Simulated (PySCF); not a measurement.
# Dipole response of B⁻ (boron, charge -1)

[He] 2s2 2p2, high-spin 3P determinant. Computed with PySCF 2.14 in def2-TZVPPD, with no relativity, point nucleus. Coupled (time-dependent) response in atomic units; α is the mean over directions.

```csv
method,mean α (bohr³),"α xx, yy, zz",C₆ (like pair),S(−4)
UHF,74.78,"45.23, 89.55, 89.55",599.9,8532
```

S(−4) is the Cauchy moment in α(ω) = α(0) + S(−4) ω² + …

α(iu) at UHF:

```
u (hartree)  α(iu) (bohr³)
          0          74.78
     0.0500          61.07
      0.100          46.15
      0.200          28.50
      0.300          18.56
      0.500          9.294
      0.750          4.927
       1.00          3.037
       1.50          1.481
       2.00         0.8730
       3.00         0.4079
       5.00         0.1551
```

For an ion, C₆ is the dispersion term alone; charge-induced terms of lower order in 1/R come first.

The components differ because the open shell of this determinant is not spherical; for a pure term their mean is the scalar polarisability.
